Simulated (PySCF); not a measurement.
A side-by-side comparison of computed properties.

First species: C₄H₈SSi.
Atom-mapped SMILES: `[CH2:1]=[CH:2][SiH:3]1[CH2:4][S:5][CH2:6]1` (hydrogens: H7, H8 on C1; H9 on C2; H10 on Si3; H11, H12 on C4; H13, H14 on C6)

Second species: C4H8SSi.
SMILES with atom numbers: `[CH2:1]=[CH:2][C@@H:3]1[CH2:4][Si@@H:5]1[SH:6]` (hydrogens: H7, H8 on C1; H9 on C2; H10 on C3; H11, H12 on C4; H13 on Si5; H14 on S6)

Levels: PBE0/def2-SVPD for dipole moment, HOMO energy, LUMO energy, HOMO–LUMO gap, static isotropic polarisability and electronic spatial extent ⟨r²⟩ about the centre of nuclear charge; TDDFT PBE0/def2-SVPD for lowest singlet excitation; TDA PBE0/def2-SVPD for lowest triplet excitation (Tamm–Dancoff); GFN2-xTB for rotational constant A and rotational constant C. Geometries: GFN2-xTB. All species are isolated and taken at one optimised geometry, non-relativistic unless stated. Electronic properties by PySCF.

The conformers computed, where there is a choice (atom-mapped SMILES and torsion angles):
- `[CH2:1]=[CH:2][SiH:3]1[CH2:4][S:5][CH2:6]1`: C1–C2–Si3–C4 -133°
- `[CH2:1]=[CH:2][C@@H:3]1[CH2:4][Si@@H:5]1[SH:6]`: C1–C2–C3–C4 19°, H–S6–Si5–C4 -55°

```json
{"property": "dipole moment", "column X": "2.64 D", "column Y": "1.48 D"}
{"property": "HOMO energy", "column X": "-6.22 eV", "column Y": "-6.35 eV"}
{"property": "LUMO energy", "column X": "-0.99 eV", "column Y": "-0.37 eV"}
{"property": "HOMO–LUMO gap", "column X": "5.23 eV", "column Y": "5.98 eV"}
{"property": "lowest singlet excitation", "column X": "4.10 eV", "column Y": "5.06 eV"}
{"property": "lowest triplet excitation (Tamm–Dancoff)", "column X": "3.85 eV", "column Y": "3.82 eV"}
{"property": "static isotropic polarisability", "column X": "92.8 au", "column Y": "95.5 au"}
{"property": "electronic spatial extent ⟨r²⟩ about the centre of nuclear charge", "column X": "1045 bohr²", "column Y": "914 bohr²"}
{"property": "rotational constant A", "column X": "6.266 GHz", "column Y": "3.085 GHz"}
{"property": "rotational constant C", "column X": "1.170 GHz", "column Y": "1.388 GHz"}
```

Problem. Which column belongs to which species?

Solution. Column X is the first species and column Y the second. The first has 14 atoms and 62 electrons, the second 14 and 62.

Problem. How does each property change from the first species to the second?

Solution. dipole moment -1.16 D; HOMO energy -0.13 eV; LUMO energy +0.62 eV; HOMO–LUMO gap +0.75 eV; lowest singlet excitation +0.96 eV; lowest triplet excitation (Tamm–Dancoff) -0.03 eV; static isotropic polarisability +2.7 au; electronic spatial extent ⟨r²⟩ about the centre of nuclear charge -131 bohr²; rotational constant A -3.181 GHz; rotational constant C +0.218 GHz.

On the first: In atomic units the dipole is 1.04 e·bohr (1 au = 2.5417 D). The principal polarisabilities are 76.7, 80.0 and 121.7 au; their mean is the isotropic value.

On the second: In wavenumbers S1 is 40800 cm⁻¹ (1 eV = 8065.54 cm⁻¹). The polarisability is 14.16 Å³ as a volume (1 au = 0.148185 Å³), or 1.54 au for each of the 62 electrons.
